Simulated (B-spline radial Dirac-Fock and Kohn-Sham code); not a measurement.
Tl⁴⁺: eigenvalues, ΔSCF and the reference

System: Tl⁴⁺ in the configuration [Xe] 4f14 5d9.

The density-functional columns are spherical, spin-unpolarised Dirac-Kohn-Sham results without Breit or QED terms: −ε is minus the orbital energy of the initial state and ΔSCF the difference of two total energies. The reference in the last column comes from ΔSCF Dirac-Fock with Breit, self-energy and vacuum polarisation, finite nucleus, configuration average. All numbers are from a radial finite-basis atomic code, in eV; a selection of levels is shown. For the 1s level of heavy atoms much of the gap between ΔSCF and the reference is the Breit and QED part, -473.7 eV here; for other levels the error of the functional can be larger.

| level | PBE −ε | PBE ΔSCF | LDA −ε | LDA ΔSCF | Dirac-Fock |
| --- | --- | --- | --- | --- | --- |
| 1s | 85479.6 | 86114.4 | 85412.4 | 86045.0 | 85581.6 |
| 2s | 15246.0 | 15364.8 | 15236.0 | 15355.2 | 15409.0 |
| 2p1/2 | 14642.1 | 14796.0 | 14637.4 | 14791.5 | 14754.8 |
| 2p3/2 | 12576.6 | 12704.5 | 12574.2 | 12702.2 | 12712.7 |
| 3s | 3674.1 | 3710.4 | 3671.5 | 3707.9 | 3768.3 |
| 3p1/2 | 3400.5 | 3439.6 | 3399.5 | 3438.7 | 3476.4 |
| 3p3/2 | 2941.3 | 2976.2 | 2940.9 | 2976.0 | 3017.6 |
| 3d3/2 | 2487.8 | 2529.8 | 2488.2 | 2530.1 | 2542.0 |
| 4s | 856.0 | 873.5 | 854.8 | 872.3 | 909.7 |
| 4p1/2 | 737.9 | 755.4 | 737.4 | 754.9 | 783.7 |
| 4p3/2 | 626.2 | 642.7 | 625.6 | 642.2 | 671.4 |
| 4d3/2 | 432.9 | 449.3 | 433.0 | 449.4 | 465.9 |
| 4f5/2 | 162.6 | 178.4 | 163.2 | 178.9 | 177.3 |
| 4f7/2 | 158.0 | 173.6 | 158.6 | 174.2 | 172.9 |
| 5s | 176.5 | 186.7 | 176.9 | 187.1 | 194.9 |
| 5p1/2 | 136.6 | 146.4 | 137.1 | 146.9 | 150.8 |
| 5p3/2 | 116.2 | 125.4 | 116.4 | 125.6 | 130.4 |
| 5d | 59.41 | 67.34 | 59.70 | 67.63 | 65.90 |

Problem. Order the estimates of the K (1s) level by their distance from the Dirac-Fock value, nearest first.
A. PBE −ε
B. LDA −ε
C. PBE ΔSCF
D. LDA ΔSCF

Solution. A (102.0 eV), B (169.2 eV), D (463.5 eV), C (532.9 eV).

An eigenvalue near the reference for a deep level is a cancellation of errors: it lacks relaxation, carries self-interaction and omits Breit and QED terms.

Values without a named source are computed, but for edge energies of neutral atoms, which are taken from tables.
